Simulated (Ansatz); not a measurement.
```yaml
atoms:
  - { symbol: N, position_ang: [-0.0044, 0.0002, -0.3238] }
  - { symbol: O, position_ang: [-0.0062, 1.0874, 0.1433] }
  - { symbol: O, position_ang: [0.0036, -1.0974, 0.1459] }
```

Basis set: def2-TZVP (spherical functions). Frozen core: 3 orbitals. Charge 0, multiplicity 2.

Computed with Ansatz (development build ahead of 0.2.0); each method stands on the lowest determinant of its kind that the runs found.

Question: Give the atomization energy at this shape (free ground-state atoms in the same class of orbitals less the molecule, no zero-point energy) of doublet NO₂ by UHF-MP2, UHF.

Answer:

| method | atomization energy |
| --- | --- |
| UHF-MP2 | 981.3 kJ/mol |
| UHF | 229.0 kJ/mol |
